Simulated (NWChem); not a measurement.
## Atomisation of BrCl$_{3}$Si

```xyz
5

Cl     1.2330    -0.7883     1.6619
Si     0.4124     0.0607     0.0000
Cl     1.2330    -0.7883    -1.6619
Cl     0.8137     2.0594     0.0000
Br    -1.7580    -0.2588     0.0000
```
Charge 0, spin multiplicity 1.

Everything below was run with NWChem. The geometry was optimised at PBE0/def2-SVP, a minimum by its harmonic frequencies.

Basis set: def2-TZVP. The atomisation energy is electronic alone: no zero-point, thermal, spin-orbit or counterpoise terms. No value is extrapolated to the basis-set limit. Free atoms are single determinants with multiplicities Cl 2, Si 3, Br 2.

The Hamiltonian is non-relativistic. B3LYP has NWChem's definition, with VWN1-RPA local correlation. The structure started from a generated list of species. The stability of the SCF solutions was not checked. Open-shell Hartree-Fock references start from PBE0 orbitals.

Question: One of these methods gave an atomisation energy of 370.3 kcal/mol. Which?
A. M06-2X
B. B3LYP
C. HF
D. CAM-B3LYP

Answer: A, M06-2X. The others give 349.7 (B3LYP), 269.4 (HF), 354.8 (CAM-B3LYP).
